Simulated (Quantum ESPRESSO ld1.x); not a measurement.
Task: Cd II, configuration [Kr] 4d10 5p1 (not the ground configuration). Method: non-relativistic Kohn-Sham, LDA (Slater exchange, VWN5 correlation), spin-unpolarised, spherical densities, point nucleus; relativity is left out, which matters for an element this heavy; computed with ld1.x of Quantum ESPRESSO 7.5. Some entries of the table are withheld. Estimate them.

orbital  occ.  eigenvalue (Ry)  r(max) (bohr)
1s          2       -1883.6955          0.021
2s          2              (1)            (2)
2p          6              (3)          0.091
3s          2         -51.4974          0.337
3p          6         -44.0125          0.324
3d         10         -30.1072          0.265
4s          2          -7.9350          0.819
4p          6          -5.5337          0.853
4d         10          -1.6750            (4)
5s          0          -1.0020           2.30
5p          1          -0.6129            (5)
4f          0          -0.0764           10.2

Result: 
(1) 2s eigenvalue (Ry): -274.3990
(2) 2s r(max) (bohr): 0.116
(3) 2p eigenvalue (Ry): -256.0046
(4) 4d r(max) (bohr): 0.977
(5) 5p r(max) (bohr): 2.81
